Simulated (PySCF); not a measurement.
C2H6AlFO2, SMILES CC[O][Al]([OH])[F].

Geometry: PBE-D3(BJ)/def2-SVP. The structure was generated by enumeration; whether it is a known compound was not checked. Other conformers were not sampled.

All values below come from TDA-CAM-B3LYP/def2-SVPD in PySCF.

Vertical excitations. Gas-phase values at a fixed geometry.

| state | energy (eV) | λ (nm) | f | main pairs |
|---|---|---|---|---|
| S1 | 6.39 | 194 | 0.008 | HOMO→LUMO 85 % |
| S2 | 6.73 | 184 | 0.020 | HOMO−1→LUMO 84 % |
| S3 | 7.42 | 167 | 0.069 | HOMO−2→LUMO 88 % |
| S4 | 7.83 | 158 | 0.018 | HOMO→LUMO+1 59 %, HOMO−1→LUMO+1 33 % |
| S5 | 7.87 | 158 | 0.061 | HOMO−3→LUMO 85 % |
| S6 | 8.06 | 154 | 0.055 | HOMO−1→LUMO+1 57 %, HOMO→LUMO+1 27 % |
| S7 | 8.34 | 149 | 0.018 | HOMO→LUMO+2 66 %, HOMO→LUMO+3 10 % |
| S8 | 8.63 | 144 | 0.027 | HOMO−1→LUMO+2 77 % |
| S9 | 8.82 | 141 | 0.015 | HOMO→LUMO+3 50 %, HOMO−2→LUMO+3 8 % |
| S10 | 9.04 | 137 | 0.047 | HOMO−4→LUMO 40 %, HOMO−1→LUMO+3 17 %, HOMO−2→LUMO+3 10 % |
| T1 | 6.11 | 203 | 0 | HOMO→LUMO 80 % |
| T2 | 6.46 | 192 | 0 | HOMO−1→LUMO 81 % |
| T3 | 6.94 | 179 | 0 | HOMO−2→LUMO 85 % |
| T4 | 7.25 | 171 | 0 | HOMO→LUMO+1 82 % |
Triplets are in the Tamm–Dancoff approximation.
